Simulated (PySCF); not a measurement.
C8H6O2, SMILES O=Cc1ccccc1C=O, GFN2-xTB optimised geometry.

```
16

O     -2.68    -1.72     0.00
C     -1.47    -1.73     0.00
C     -0.65    -0.50     0.00
C     -1.33     0.72     0.00
C     -0.65     1.92     0.00
C      0.73     1.92     0.00
C      1.43     0.73     0.00
C      0.76    -0.50     0.00
C      1.60    -1.71     0.00
O      1.24    -2.86     0.00
H     -0.91    -2.68     0.00
H     -2.41     0.69     0.00
H     -1.20     2.85     0.00
H      1.28     2.86     0.00
H      2.51     0.73     0.00
H      2.68    -1.46     0.00
```

Density from CAM-B3LYP/def2-TZVP run with PySCF 2.14.0 at that geometry.

Minimum of the electron density along straight lines between bonded atoms, close to the bond critical point (lines longer than 1.1 times the sum of covalent radii, or with two minima, are not listed):

```csv
bond,length / Å,ρ at the minimum / e bohr⁻³,∇²ρ there / e bohr⁻⁵,position (fraction from the first atom)
O1–C2,1.206,0.426,-0.07,0.67
C2–C3,1.481,0.279,-0.79,0.50
C3–C4,1.394,0.320,-0.95,0.50
C4–C5,1.382,0.327,-1.00,0.50
C5–C6,1.387,0.324,-0.98,0.50
C6–C7,1.382,0.327,-0.99,0.50
C3–C8,1.409,0.309,-0.90,0.50
C7–C8,1.397,0.318,-0.94,0.50
C8–C9,1.472,0.283,-0.81,0.50
C9–O10,1.203,0.429,-0.13,0.34
C2–H11,1.098,0.291,-1.08,0.66
C4–H12,1.080,0.292,-1.07,0.66
C5–H13,1.080,0.291,-1.06,0.65
C6–H14,1.080,0.290,-1.06,0.65
C7–H15,1.081,0.289,-1.05,0.65
C9–H16,1.109,0.280,-1.00,0.65
```
